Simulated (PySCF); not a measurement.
**Stretching LaI**

Set-up: La x2c-TZVPall, I x2c-TZVPall; spin-free X2C with a Gaussian nucleus (PySCF 2.14). Energies in eV from La (5d1 6s2) + I in their ground configurations at the same level. State: triplet, about 0.0 electrons in the 4f shell (Mulliken).

All columns are r²SCAN. A positive dipole means La(−)I(+).

| R (Å) | E (eV) | μ (D) | Mulliken charge on La (basis-dependent) | HOMO (eV) | LUMO (eV) | Mayer bond order | ⟨S²⟩ |
| --- | --- | --- | --- | --- | --- | --- | --- |
| 2.531 | -3.059 | -3.52 | 0.26 | -3.04 | -2.00 | 1.45 | 2.01 |
| 2.649 | -3.643 | -3.99 | 0.32 | -3.16 | -2.12 | 1.32 | 2.01 |
| 2.766 | -3.958 | -4.51 | 0.37 | -3.29 | -2.24 | 1.21 | 2.01 |
| 2.855 | -4.069 | -4.93 | 0.40 | -3.39 | -2.33 | 1.15 | 2.01 |
| 2.943 | -4.102 | -5.37 | 0.42 | -3.48 | -2.42 | 1.10 | 2.01 |
| 3.031 | -4.078 | -5.83 | 0.44 | -3.58 | -2.52 | 1.06 | 2.01 |
| 3.149 | -3.980 | -6.46 | 0.45 | -3.71 | -2.65 | 1.02 | 2.01 |
| 3.296 | -3.793 | -7.28 | 0.46 | -3.86 | -2.81 | 0.99 | 2.01 |
| 3.473 | -3.517 | -8.26 | 0.48 | -4.03 | -2.99 | 0.95 | 2.01 |
| 3.708 | -3.121 | -9.55 | 0.49 | -4.23 | -3.19 | 0.91 | 2.01 |

A fit through these points gives, at Re = 2.945 Å, μ = -5.38 D and dμ/dR = -5.10 D/Å; the reduced mass is 66.32 u.

**Question.** How strong is the fundamental in the double-harmonic approximation, I = 42.26·(dμ/dR)²/μred km/mol?

**Answer.** I = 42.26·(-5.10)²/66.32 = 16.6 km/mol at r²SCAN.

These are scalar-relativistic numbers at best; spin–orbit coupling would shift them, the dissociation energy most. With d or f electrons several states lie close, and the lowest PBE0 determinant need not be the measured ground state.
